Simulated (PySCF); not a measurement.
How methods differ on the excitation energy of Cr²⁺

Cr²⁺ [Ar] 3d4 (5D) → Cr²⁺ [Ar] 3d3 4p1 (high-spin determinant), as a difference of total energies. Computed with PySCF 2.14 in x2c-TZVPPall with one added diffuse shell each of s, p, d, f type (7s6p5d3f1g, 80 functions), with scalar relativity by spin-free X2C-1e. Correlated levels: valence and next inner shell: [Ne] frozen. The calculations carry no spin-orbit coupling.

| method | excitation energy (eV) |
| --- | --- |
| UHF | 11.035 |
| MP2 (valence and next inner shell) | 11.866 |
| SCS-MP2 (valence and next inner shell) | 11.563 |
| CCSD (valence and next inner shell) | 11.618 |
| CCSD(T) (valence and next inner shell) | 11.614 |

How much does correlation contribute at CCSD(T) (valence and next inner shell)?

11.614 − (11.035) = 0.579 eV, measured against UHF.

The determinant of the upper state mixes LS terms, which raises its energy above the lowest term, most at the Hartree-Fock and MP2 levels.
